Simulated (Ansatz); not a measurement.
Cost and result up the ladder for Cu(AsH3)(NH2) (CuAsNH₅) (8 atoms). The state is a singlet with charge 0. Geometry: PBE0-D4/def2-SVP.

```tsv
atom	x (Å)	y (Å)	z (Å)
Cu1	-0.4979	0.3742	0.1153
As2	1.3087	-0.9903	-0.0869
H3	2.6757	-0.5056	0.3434
H4	1.7288	-1.5125	-1.4431
H5	1.3547	-2.3210	0.6324
N6	-1.9296	1.4643	0.4094
H7	-2.8073	1.0993	0.0365
H8	-1.8331	2.3915	-0.0071
```

Ansatz on 4 threads of Arm Neoverse V1 on a shared host. Times are rough, and most runs start from the orbitals of an earlier one. ωB97M-V/def2-TZVP serves as the yardstick here, not as an exact answer. Differences are given only for rows in sets of like size (and for xTB, whose basis is part of the method), since another set adds its own error. Binding counts from free atoms at the same level (Cu doublet, As quartet, H doublet, N quartet; other spins of the atoms weren't run), without zero-point energy or a counterpoise term.

Correlated methods freeze 19 core orbitals; core or outer-core shells of As are correlated, in sets that lack core-valence functions.

Correlated methods converge slowly with the basis.

```
                            level  functions  wall time  binding energy per atom (eV)  difference from ωB97M-V/def2-TZVP (eV)
            LDA (SPW92)/def2-TZVP        154      0.9 s                          3.13                                    0.47
                  PBE-D4/def2-SVP        102      1.2 s                          2.75                                       –
                     HF/def2-TZVP        154      1.4 s                          1.58                                   -1.08
                 PBE-D4/def2-TZVP        154      1.4 s                          2.71                                    0.05
                 PBE0-D4/def2-SVP        102      1.6 s                          2.63                                       –
                    MP2/def2-TZVP        154      1.9 s                          2.53                                   -0.13
                PBE0-D4/def2-TZVP        154      2.8 s                          2.61                                   -0.05
               PBE0-D4/def2-TZVPD        184      3.6 s                          2.63                                   -0.03
r2SCAN-D4/def2-TZVP (with forces)        154      4.1 s                          2.67                                    0.02
             r2SCAN-D4/def2-TZVPD        184      4.9 s                          2.69                                    0.03
                 B97M-V/def2-TZVP        154        7 s                          2.68                                    0.02
                ωB97X-V/def2-TZVP        154        7 s                          2.69                                    0.03
                ωB97M-V/def2-TZVP        154        8 s                          2.66                                    0.00
               CCSD(T)/def2-TZVPP        213    2.2 min                          2.59                                   -0.07
```
